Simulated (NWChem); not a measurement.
# Atomisation of Cl3GeI

SMILES: [Cl][Ge]([Cl])([Cl])[I]
```xyz
5

Cl     1.3176    -1.1521    -1.7318
Ge     0.6827    -0.0757     0.0000
Cl     1.6483     1.8292     0.0000
Cl     1.3176    -1.1521     1.7318
I     -1.7862     0.1981     0.0000
```
Charge 0, spin multiplicity 1.

Everything below was run with NWChem. The geometry was optimised at PBE0/def2-SVP with def2 effective core potentials on I, held to Cs symmetry and with no frequency check, so it may be a saddle point.

Basis set: def2-SVP. The atomisation energy is electronic alone: no zero-point, thermal, spin-orbit or counterpoise terms. No value is extrapolated to the basis-set limit. Free atoms are single determinants with multiplicities Cl 2, Ge 3, I 2.

Effective core potentials replace the inner electrons of I; spin-orbit coupling is left out. B3LYP has NWChem's definition, with VWN1-RPA local correlation. The structure started from a generated list of species. No SCF solution was tested for a lower state. Open-shell Hartree-Fock references start from PBE0 orbitals.

Task: For the atomisation energy, HF gives 205.7 kcal/mol and BHandHLYP gives 278.3 kcal/mol. What do PBE0, B3LYP, TPSS give?

Result: PBE0: 305.1 kcal/mol; B3LYP: 288.1 kcal/mol; TPSS: 307.3 kcal/mol.
